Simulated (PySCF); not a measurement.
## Computed properties of C₄H₃Cl₂F, SMILES FC(/C=C\Cl)=C/Cl

C4H3Cl2F, SMILES FC(/C=C\Cl)=C/Cl. The structure is a stationary point at PBE0-D3(BJ)/def2-SVP. The structure was generated by enumeration; whether it is a known compound was not checked. The values are those of a single conformer. All values are computed for the isolated molecule unless a solvent is named; none is compared with measurement here.

**Structure.** The optimised structure has Cs symmetry. All 24 harmonic modes at PBE0-D3(BJ)/def2-SVP (PySCF) are real, so it is a minimum. With heavy atoms numbered as in [F:1][C:2](/[CH:3]=[CH:4]\[Cl:5])=[CH:6]/[Cl:7], the shortest bond between them is F1–C2 at 1.331 Å and the longest C6–Cl7 at 1.714 Å.

**Vibrations.** The strongest infrared lines (harmonic, unscaled, degenerate partners summed) lie at 873 cm⁻¹ (106 km/mol, C 68 %, H 15 %, Cl 11 %), 1426 cm⁻¹ (85 km/mol, C 69 %, H 26 %), 1200 cm⁻¹ (69 km/mol, H 75 %, C 17 %). The softest mode is at 45 cm⁻¹ and the zero-point energy is 38.0 kcal/mol.

**Electronic structure.** r2SCAN/def2-TZVP (PySCF) places the frontier levels at -5.92 and -2.41 eV, a gap of 3.51 eV, and gives a dipole moment of 1.09 D and a mean polarisability of 81.6 bohr³. PBE/def2-TZVP (PySCF) at the same geometry gives -5.72 and -2.49 eV, so its gap is 0.28 eV narrower. An orbital gap is neither the optical nor the fundamental gap.

**Excitations.** TDA-PBE0/def2-SVPD (PySCF) has S1 at 5.26 eV (236 nm, f = 0.871, bright); the most intense of the 10 singlets computed lies at 5.26 eV (f = 0.87). T1 (TDA) is at 2.70 eV, 2.56 eV under S1. TDA-PBE/def2-SVPD (PySCF) puts S1 at 4.84 eV. No vertical singlet excitation falls in the visible range (under 3.1 eV).

**NMR.** GIAO shifts at B3LYP/pcSseg-1 (PySCF) (non-relativistic, atoms alike by connectivity averaged): ¹³C from 120.9 to 170.0 ppm against TMS; ¹H from 6.2 to 6.7 ppm against TMS; ¹⁹F at -137.2 ppm against CFCl3. Without spin–orbit terms, shifts of atoms bonded to Cl or Br come out too high.

**Solvation.** SMD-B3LYP/6-31G* (PySCF) gives 0.3 kcal/mol in water, -4.7 kcal/mol in chloroform, -3.8 kcal/mol in toluene (1 M in both phases, gas-phase geometry); of these solvents chloroform holds the molecule best.
